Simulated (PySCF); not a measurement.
## Cost of response and excited-state runs on `C#CC1=CO/C(=C\Cl)[SiH2]1`, C6H5ClOSi

Geometry:
```csv
atom,x (Å),y (Å),z (Å)
C1,3.645,0.363,-0.042
C2,2.453,0.242,-0.142
C3,1.060,0.103,-0.191
C4,0.364,0.022,-1.342
O5,-0.978,-0.111,-1.336
C6,-1.508,-0.151,-0.072
C7,-2.818,-0.278,0.112
Cl8,-3.964,-0.401,-1.168
Si9,-0.146,-0.003,1.252
H10,4.686,0.468,0.021
H11,0.779,0.052,-2.339
H12,-3.245,-0.311,1.098
H13,-0.284,1.212,2.052
H14,-0.044,-1.208,2.074
```

PySCF with density fitting, on 1 thread of an Arm Neoverse V2, shared host. Command: `OMP_NUM_THREADS=1 python excited_run.py task.json out`

How long does this run take, and how much memory?
- excited states, PBE0/def2-SVPD; Tamm-Dancoff; spin-orbit couplings; 8 states; 6 triplets; quadratic response for 4 states


| run | level | basis functions | wall time | peak memory (GiB) |
| --- | --- | --- | --- | --- |
| excited states | PBE0/def2-SVPD | 234 | 50 s | 0.9 |

Times from a shared host are rough.
